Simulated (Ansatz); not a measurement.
## Ansatz (development build ahead of 0.2.0) run

```yaml
crystal:
  periodic: [false, false, false]
  atoms:
    - { symbol: Fe, position_ang: [0.0, 0.0, 0.0] }
    - { symbol: O, position_ang: [1.4941, 0.0, 0.5438] }
    - { symbol: O, position_ang: [-1.4941, 0.0, 0.5438] }
basis:
  gaussian: { orbitals: pcseg-2 }
magnetization:
  initial_magnetization: 2
hamiltonian:
  xc: pbe
```

The input is written out in the form of the current development build from the run's settings.

The run gave:

```
Converged                       : yes
Total energy                    : -1413.85539 hartree
Spin squared of the determinant : 2.000
Stability test                  : minimum among restricted orbitals
```

Caution: no unrestricted run beside it, a lower state can exist; other spin multiplicities may lie lower.
